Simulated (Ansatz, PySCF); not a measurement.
Gas-phase reaction R1 → P1, each structure at its B3LYP-D3(BJ)/def2-TZVP stationary point, reached from a drawn start; harmonic modes at that level show minima.
R1, CHN (SMILES C#N) (charge 0, multiplicity 1):
```xyz
3

H      0.00000     0.00000    -1.09322
C      0.00000     0.00000    -0.02647
N      0.00000     0.00000     1.11969
```
P1, CHN (SMILES [C-]#[NH+]) (charge 0, multiplicity 1, Z-matrix in Å and degrees):
```
N
C 1 1.1640
H 1 0.9975 2 180.00
```

P less R. No zero-point or thermal terms.

Frozen-core correlation throughout.

Codes used: Ansatz (a quantum-chemistry and plane-wave program) with Gaussian orbitals; PySCF for the D3/D4 terms. All values are computed, each at the level named.

**Question.** Give the reaction energy at the level r2SCAN-D4/def2-TZVPP.

**Answer.** 60 kJ/mol

**Question.** What is the computed reaction energy (CCSD(T)/cc-pVQZ)?

**Answer.** 62 kJ/mol

**Question.** Give the reaction energy at the level revPBE/def2-TZVPP.

**Answer.** 63 kJ/mol
